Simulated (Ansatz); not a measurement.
`[SiH3][Te]CCl` at its PBE0-D4/def2-TZVP geometry, where that method's forces vanish. The species carries charge 0 and has multiplicity 1. Te: def2 effective core potential.

```xyz
9

Si   -0.9062   -0.2547    1.4682
Te    1.2176    0.7582    0.6527
C     0.8313    0.2227   -1.4051
Cl    2.1453    0.7839   -2.4412
H    -0.9243   -0.0333    2.9354
H    -2.0863    0.3954    0.8409
H    -0.9551   -1.7103    1.1728
H    -0.0894    0.6963   -1.7337
H     0.7671   -0.8583   -1.4900
```

What forces (eV/Å) does r2SCAN-D4/def2-TZVPP give on these atoms in Ansatz? (Best estimate.)

Ansatz gave: 
```
Si1 -0.031 -0.014  0.018
Te2  0.077  0.072  0.192
C3  -0.209 -0.126 -0.071
Cl4  0.165  0.068 -0.143
H5  -0.007 -0.009 -0.031
H6   0.008 -0.019  0.014
H7  -0.013  0.019  0.009
H8   0.011 -0.005  0.007
H9   0.001  0.014  0.004
```
